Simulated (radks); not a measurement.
Problem. The mean radii <r> (bohr) of the occupied orbitals of an atom or ion are listed with their occupations. All-electron calculation, non-relativistic Kohn-Sham, TPSS, spin-polarised, spherical densities, point nucleus; meta-GGA in the generalised Kohn-Sham scheme. Program: a radial shooting solver on a logarithmic mesh with Libxc functionals.

| orbital | occ. | <r> |
|---|---|---|
| 1s up | 1 | 0.03462 |
| 1s down | 1 | 0.03462 |
| 2s up | 1 | 0.1507 |
| 2s down | 1 | 0.1507 |
| 2p up | 3 | 0.1291 |
| 2p down | 3 | 0.1291 |
| 3s up | 1 | 0.4128 |
| 3s down | 1 | 0.4128 |
| 3p up | 3 | 0.4062 |
| 3p down | 3 | 0.4061 |
| 3d up | 5 | 0.3805 |
| 3d down | 5 | 0.3801 |
| 4s up | 1 | 0.9610 |
| 4s down | 1 | 0.9618 |
| 4p up | 3 | 1.003 |
| 4p down | 1 | 1.005 |

Name the element and its charge. Open shells, if any, are filled with parallel spins first.

Solution. Z = 44, ruthenium, charge +10: Ru10+ in [Ar] 3d10 4s2 4p4. The 1s radius gives Z: for a bare nucleus <r> = 1.5/Z, 0.03409 bohr for Z = 44, and screening makes it slightly larger (0.03462 here). The occupations add up to 34, and the charge is Z minus that.
